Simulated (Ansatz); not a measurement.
Geometry optimisation, Ansatz 0.2.0, RKS PBE/def2-TZVP.

Input:

```yaml
crystal:
  periodic: [false, false, false]
  atoms:
    - { symbol: Ga, position_ang: [0.111445, -0.16132, 0.396447] }
    - { symbol: H, position_ang: [0.39975, 0.240132, 1.866929] }
    - { symbol: O, position_ang: [1.883122, -0.331678, 0.26526] }
    - { symbol: H, position_ang: [2.285731, -0.666646, -0.556085] }
    - { symbol: O, position_ang: [-1.034225, -0.502315, -0.936578] }
    - { symbol: H, position_ang: [-1.961423, -0.376773, -0.673973] }
basis:
  gaussian: { orbitals: def2-TZVP }
hamiltonian:
  xc: pbe
relax:
  f_tol: 0.03
  max_steps: 50
output:
  orbitals: {}
```

Launched with:

```bash
$ ansatz run input.yaml --threads 4 --pin off --max-ram 5120MiB --backend cpu --events-out ev --progress --plain --runs-dir out
```

Where does it end, and by what steps?

It converged. After 5 steps the energy has fallen by 0.507 eV; H2 moved furthest, 0.54 Å.

```tsv
step	energy less start (eV)	largest force component (eV/Å)	accepted
0	0.0000	1.058	yes
1	-0.2903	0.642	yes
2	-0.4394	0.444	yes
3	-0.4751	0.611	yes
4	-0.5022	0.186	yes
5	-0.5069	0.011	yes
```

```xyz
6
Properties=species:S:1:pos:R:3
Ga 0.290 -0.149 0.543
H -0.119 0.323 1.967
O 2.015 -0.410 0.105
H 2.095 -0.709 -0.817
O -0.831 -0.496 -0.833
H -1.764 -0.357 -0.604
```

Whether the end is a true minimum wasn't checked by a vibrational analysis.

The run took 4.5 s on 4 threads of Arm Neoverse V2, with other jobs on the host, peak memory 0.2 GiB.
